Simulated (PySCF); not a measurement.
Isomers of C6H12O2, mass 116.084 u with the commonest isotopes. Method: PySCF 2.14.0, PBE0-D3(BJ)/def2-SVP geometry optimisation, gas phase. One conformer each, none proved a minimum here; rigid rotors.

**Question.** Order these by out-of-plane moment Σ m c² = (Ia + Ib − Ic)/2, largest first.
A. `[CH3:1][CH2:2][CH2:3][CH2:4][CH2:5][O:6][CH:7]=[O:8]` with C1–C2–C3–C4 -179°, C2–C3–C4–C5 180°, C3–C4–C5–O6 -176°, C4–C5–O6–C7 -85°, C5–O6–C7–O8 -1° (pentyl formate)
B. `[CH3:1][CH2:2][C@@H:3]([CH3:4])[O:5][C:6]([CH3:7])=[O:8]` with C1–C2–C3–C4 177°, C2–C3–O5–C6 153°, C3–O5–C6–C7 180° (sec-butyl acetate)
C. `[CH3:1][CH2:2][C@@H:3]([CH3:4])[C:5](=[O:6])[O:7][CH3:8]` with C1–C2–C3–C4 173°, C2–C3–C5–O6 -30°, C3–C5–O7–C8 177°
D. `[CH3:1][C:2](=[O:3])[O:4][C:5]([CH3:6])([CH3:7])[CH3:8]` with C1–C2–O4–C5 -179°

**Answer.** D (57.66 u·Å²), C (43.90 u·Å²), B (42.09 u·Å²), A (24.22 u·Å²).

**Question.** Order these by rotational constant C, smallest first.
A. `[CH3:1][CH2:2][CH2:3][CH2:4][CH2:5][O:6][CH:7]=[O:8]` with C1–C2–C3–C4 -179°, C2–C3–C4–C5 180°, C3–C4–C5–O6 -176°, C4–C5–O6–C7 -85°, C5–O6–C7–O8 -1°
B. `[CH3:1][CH2:2][C@@H:3]([CH3:4])[O:5][C:6]([CH3:7])=[O:8]` with C1–C2–C3–C4 177°, C2–C3–O5–C6 153°, C3–O5–C6–C7 180° (sec-butyl acetate)
C. `[CH3:1][C:2](=[O:3])[O:4][C:5]([CH3:6])([CH3:7])[CH3:8]` with C1–C2–O4–C5 -179°
D. `[CH3:1][CH2:2][C@@H:3]([CH3:4])[C:5](=[O:6])[O:7][CH3:8]` with C1–C2–C3–C4 173°, C2–C3–C5–O6 -30°, C3–C5–O7–C8 177°

**Answer.** A (666.9 MHz), B (1102 MHz), D (1140 MHz), C (1311 MHz).

**Question.** Order these by rotational constant A, largest first.
A. `[CH3:1][CH2:2][CH2:3][CH2:4][CH2:5][O:6][CH:7]=[O:8]` with C1–C2–C3–C4 -179°, C2–C3–C4–C5 180°, C3–C4–C5–O6 -176°, C4–C5–O6–C7 -85°, C5–O6–C7–O8 -1° (pentyl formate)
B. `[CH3:1][C:2](=[O:3])[O:4][C:5]([CH3:6])([CH3:7])[CH3:8]` with C1–C2–O4–C5 -179°
C. `[CH3:1][CH2:2][C@@H:3]([CH3:4])[C:5](=[O:6])[O:7][CH3:8]` with C1–C2–C3–C4 173°, C2–C3–C5–O6 -30°, C3–C5–O7–C8 177° (methyl 2-methylbutyrate)
D. `[CH3:1][CH2:2][C@@H:3]([CH3:4])[O:5][C:6]([CH3:7])=[O:8]` with C1–C2–C3–C4 177°, C2–C3–O5–C6 153°, C3–O5–C6–C7 180°

**Answer.** A (6002 MHz), B (3324 MHz), C (2975 MHz), D (2900 MHz).

```json
{"SMILES": "CC(=O)OC(C)(C)C", "point group": "–", "Ia (u·Å²)": "152.02", "Ib (u·Å²)": "348.87", "Ic (u·Å²)": "385.56", "κ": "-0.86", "μa (D)": "0.85", "μb (D)": "1.54", "μc (D)": "0.06"}
{"SMILES": "CC[C@@H](C)OC(C)=O", "point group": "C1", "Ia (u·Å²)": "174.26", "Ib (u·Å²)": "368.63", "Ic (u·Å²)": "458.71", "κ": "-0.70", "μa (D)": "1.03", "μb (D)": "0.71", "μc (D)": "1.40"}
{"SMILES": "CC[C@@H](C)C(=O)OC", "point group": "C1", "Ia (u·Å²)": "169.88", "Ib (u·Å²)": "361.26", "Ic (u·Å²)": "443.35", "κ": "-0.72", "μa (D)": "0.51", "μb (D)": "0.85", "μc (D)": "1.27"}
{"SMILES": "CCCCCOC=O", "point group": "C1", "Ia (u·Å²)": "84.20", "Ib (u·Å²)": "721.99", "Ic (u·Å²)": "757.76", "κ": "-0.99", "μa (D)": "1.05", "μb (D)": "1.50", "μc (D)": "0.33"}
```
